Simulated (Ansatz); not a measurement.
Molecule: CPt (charge 0, singlet). 
Geometry from a B3LYP-D3(BJ)/def2-TZVP (Ansatz, an electronic-structure program) optimisation:
```
Pt
C 1 1.6759
```

Total electronic energies in hartree. Cores are frozen in the correlated levels unless marked. No spin-orbit coupling. The frozen core is the preceding noble-gas configuration, with the filled d and f shells of earlier blocks. In def2 rows, elements after Kr have scalar-relativistic effective core potentials. CBS(X,Y): correlation extrapolated as X^-3; Hartree-Fock from the larger set.

The Hartree-Fock reference is unstable (checked in the largest basis), which strains HF and MP2. The T1 diagnostic of CCSD in the largest basis is 0.042, which is high, so the coupled-cluster rows are less sure than usual.

```tsv
level	program	energy (Eh)
HF/def2-QZVPP	Ansatz	-156.15302
RI-HF/def2-TZVPPD	Ansatz	-156.15004
PBE/def2-TZVPD	Ansatz	-157.35618
BLYP-D3(BJ)/def2-TZVPD	Ansatz + dftd3	-157.34698
PBE0-D3(BJ)/def2-TZVP	Ansatz + dftd3	-157.28153
PBE0/def2-TZVPD	Ansatz	-157.28077
CAM-B3LYP/def2-TZVPD	Ansatz	-157.25663
wB97M-V/def2-TZVPD	Ansatz	-157.22463
RPA@PBE/def2-TZVPP	Ansatz	-156.87770
MP2/CBS(def2-TZVPP,def2-QZVPP)	Ansatz	-156.7906
RI-MP2/def2-QZVPPD	Ansatz	-156.76716
RI-MP2/CBS(def2-TZVPP,def2-QZVPP)	Ansatz	-156.7905
SCS-MP2/def2-SVP	Ansatz	-156.50233
CCSD(T)/def2-SVPD	Ansatz	-156.54028
CCSD(T)/CBS(def2-TZVPPD,def2-QZVPPD)	Ansatz	-156.7605
```

Totals of different functionals don't rank their quality; only differences between species are comparable.
